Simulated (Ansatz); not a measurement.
Reaction (ligand exchange at the Si–O bond): `[SiH3]OC[SiH2]S` + `N[SiH2][SeH]` → `N[SiH2][Se][SiH3]` + `OC[SiH2]S`

Gas-phase electronic energies from Ansatz, PBE0-D4/def2-TZVP geometries. CCSD(T)/CBS adds triple-zeta CCSD(T) − MP2 to the extrapolated MP2 energy (def2 sets, frozen cores). DFT in def2-TZVPP. B3LYP here is the variant with VWN-RPA as its local correlation; programs differ in this. For Se outer-core shells are correlated without core-valence functions, which leaves a few kJ/mol of doubt a bond. Scalar relativity is left out up to krypton. Each species was taken in one conformer, which may not be the lowest.

`[SiH3]OC[SiH2]S`:

```xyz
13

Si   -0.207   -0.073    2.272
O    -0.299    0.242    0.657
C     0.741   -0.150   -0.230
Si    0.226    0.355   -1.974
S    -1.631   -0.566   -2.473
H     0.980    0.602    2.868
H    -0.080   -1.537    2.509
H    -1.457    0.448    2.870
H     0.906   -1.235   -0.187
H     1.689    0.337    0.039
H     1.214   -0.136   -2.968
H     0.140    1.836   -2.035
H    -2.222   -0.124   -1.348
```

`N[SiH2][SeH]`:

Z-matrix (Å, degrees):
```
Si
Se 1 2.293
N 1 1.711 2 117.9
H 1 1.482 2 101.7 3 -119.9
H 1 1.482 2 109.2 3 121.1
H 2 1.469 1 93.5 3 -67.4
H 3 1.008 1 119.2 2 85.2
H 3 1.008 1 120.2 2 -57.6
```

`N[SiH2][Se][SiH3]`:

Z-matrix (Å, degrees):
```
Si
Se 1 2.298
N 1 1.710 2 117.4
H 1 1.481 2 103.5 3 119.9
H 1 1.483 2 107.8 3 -120.5
Si 2 2.271 1 93.9 3 74.5
H 3 1.008 1 119.2 2 -78.0
H 3 1.008 1 119.7 2 63.6
H 6 1.485 2 111.4 1 75.3
H 6 1.483 2 107.7 1 -164.4
H 6 1.488 2 110.4 1 -45.1
```

`OC[SiH2]S`:

Cartesian coordinates in Å:
```
O 1.170 0.757 -0.794
C -0.008 -0.017 -0.965
Si -0.443 -0.752 0.716
S -0.718 0.817 2.136
H 1.388 1.183 -1.626
H -0.851 0.592 -1.318
H 0.141 -0.831 -1.689
H 0.629 -1.692 1.132
H -1.737 -1.477 0.636
H 0.429 1.419 1.770
```

```json
{"level": "PBE-D4", "ΔE (kJ/mol)": "9.4", "difference from CCSD(T)/CBS": "-10.1"}
{"level": "B3LYP-D4", "ΔE (kJ/mol)": "25.7", "difference from CCSD(T)/CBS": "6.2"}
{"level": "ωB97M-V", "ΔE (kJ/mol)": "21.6", "difference from CCSD(T)/CBS": "2.1"}
{"level": "PBE", "ΔE (kJ/mol)": "11.4", "difference from CCSD(T)/CBS": "-8.1"}
{"level": "r2SCAN", "ΔE (kJ/mol)": "18.8", "difference from CCSD(T)/CBS": "-0.7"}
{"level": "PBE0", "ΔE (kJ/mol)": "12.1", "difference from CCSD(T)/CBS": "-7.4"}
{"level": "HF/def2-TZVPP", "ΔE (kJ/mol)": "38.0", "difference from CCSD(T)/CBS": "18.5"}
{"level": "MP2/def2-TZVPP", "ΔE (kJ/mol)": "21.1", "difference from CCSD(T)/CBS": "1.6"}
{"level": "SCS-MP2/def2-TZVPP", "ΔE (kJ/mol)": "27.3", "difference from CCSD(T)/CBS": "7.8"}
{"level": "CCSD/def2-TZVPP", "ΔE (kJ/mol)": "26.7", "difference from CCSD(T)/CBS": "7.2"}
{"level": "CCSD(T)/def2-TZVPP", "ΔE (kJ/mol)": "24.3", "difference from CCSD(T)/CBS": "4.8"}
{"level": "HF/def2-QZVPP", "ΔE (kJ/mol)": "39.7", "difference from CCSD(T)/CBS": "20.2"}
{"level": "SCS-MP2/def2-QZVPP", "ΔE (kJ/mol)": "25.3", "difference from CCSD(T)/CBS": "5.8"}
{"level": "HF/CBS(def2)", "ΔE (kJ/mol)": "40.0", "difference from CCSD(T)/CBS": "20.5"}
{"level": "MP2/CBS(def2)", "ΔE (kJ/mol)": "16.3", "difference from CCSD(T)/CBS": "-3.2"}
{"level": "CCSD/CBS(def2)", "ΔE (kJ/mol)": "21.9", "difference from CCSD(T)/CBS": "2.4"}
{"level": "CCSD(T)/CBS", "ΔE (kJ/mol)": "19.5", "difference from CCSD(T)/CBS": "0"}
```

Largest T1 diagnostic among the species: 0.012.

The D4 term adds −3.6 kJ/mol with B3LYP and −1.7 kJ/mol with PBE0; it sums over pairs of atoms, weighted by their polarisabilities, and B3LYP, whose exchange is more repulsive, gets the larger term. In def2-TZVPP, CCSD(T) changes the Hartree–Fock value by −13.7 kJ/mol (the triples alone add −2.4 kJ/mol) and MP2 by −16.9 kJ/mol.
